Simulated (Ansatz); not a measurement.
`C#CC=[Se]` + `SS` → `C#CSS` + `C=[Se]`  (substitution at a C–C bond)

Program: Ansatz. Geometries: PBE0-D4/def2-TZVP. ΔE: electronic, gas phase. CCSD(T)/CBS adds triple-zeta CCSD(T) − MP2 to the extrapolated MP2 energy (def2 sets, frozen cores). This one scheme is used for every species. Functionals use def2-TZVPP. For Se outer-core shells are correlated without core-valence functions, which leaves a few kJ/mol of doubt a bond. Scalar relativity is left out up to krypton. Each species was taken in one conformer, which may not be the lowest.

`C#CC=[Se]`:

Cartesian coordinates in Å:
```
C -1.006 1.211 -0.046
C -0.198 0.315 -0.010
C 0.757 -0.705 0.033
Se 0.382 -2.428 0.037
H -1.732 1.989 -0.079
H 1.796 -0.382 0.066
```

`SS`:

Z-matrix (Å, degrees):
```
S
S 1 2.046
H 1 1.347 2 98.6
H 2 1.347 1 98.6 3 -90.5
```

`C#CSS`:

Cartesian coordinates in Å:
```
C 1.380 -1.016 0.545
C 0.658 -0.424 -0.217
S -0.307 0.330 -1.362
S -1.363 1.720 -0.278
H 2.018 -1.532 1.224
H -2.386 0.923 0.088
```

`C=[Se]`:

```xyz
4

C    -0.072    0.096   -0.087
Se    0.773   -1.030    0.936
H    -1.066   -0.116   -0.474
H     0.365    1.050   -0.374
```

Question: Is it downhill or uphill in electronic energy at CCSD(T)/CBS, and by how much? (Estimate.)

Answer: The calculation gave: Uphill: ΔE = +34.0 kJ/mol.

Question: What do these levels give: BLYP-D4, B97M-V, BLYP, HF/def2-TZVPP, CCSD(T)/def2-TZVPP, HF/def2-QZVPP? (Estimate.)

Answer: Computed: BLYP-D4 40.5, B97M-V 44.0, BLYP 42.0, HF/def2-TZVPP 36.1, CCSD(T)/def2-TZVPP 34.4, HF/def2-QZVPP 36.6 kJ/mol.

Largest T1 diagnostic among the species: 0.016.

At CCSD(T), def2-SVP lies +6.7 kJ/mol from the extrapolated value and def2-TZVPP +0.4 kJ/mol. Leaving LDA and LC-ωPBE aside and taking each functional with its dispersion term where it has one, the values, not all of them listed here, spread over 11.0 kJ/mol, from ωB97X-V to B97M-V. LDA lies +4.0 kJ/mol from PBE without D4.
